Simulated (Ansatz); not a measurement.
Total energies of SbH2(SMe) (CH5SSb) from Ansatz at PBE-D4/def2-TZVP, gas phase (1 Eh = 27.2114 eV = 2625.5 kJ/mol). The reference geometry is relaxed at PBE-D4/def2-TZVP.

| state | geometry | energy (Eh) |
| --- | --- | --- |
| charge 0 singlet | reference | -679.35858 |
| charge 1 doublet | reference | -679.04272 |
| charge 1 doublet | relaxed at PBE-D4/def2-TZVP | -679.05608 |
| free Sb atom (quartet) | – | -240.20743 |
| free H atom (doublet) | – | -0.49962 |
| free S atom (triplet) | – | -397.93833 |
| free C atom (triplet) | – | -37.79597 |

In the def2 sets Sb takes a core potential; there is no spin–orbit coupling.

Problem. Work out the vertical ionisation energy to the doublet.

Solution. E(charge 1 doublet) − E(charge 0 singlet) = -679.04272 − (-679.35858) = 0.31586 Eh = 8.59 eV. For comparison, −ε of the highest occupied level is 5.48 eV at this level, 3.11 eV less.

Problem. How much does the charge 1 doublet relax, and what is the adiabatic ionisation energy?

Solution. Relaxation: -679.04272 − (-679.05608) = 0.01336 Eh = 0.36 eV. Adiabatic ionisation energy: 0.30250 Eh = 8.23 eV, without zero-point energy. 

Problem. What is the binding energy per atom against free atoms?

Solution. Atoms: 1 × (-240.20743) + 5 × (-0.49962) + 1 × (-397.93833) + 1 × (-37.79597) = -678.43983 Eh. Binding: -678.43983 − (-679.35858) = 0.91875 Eh = 25.00 eV, or 3.13 eV for each of 8 atoms (no zero-point energy, no counterpoise term).
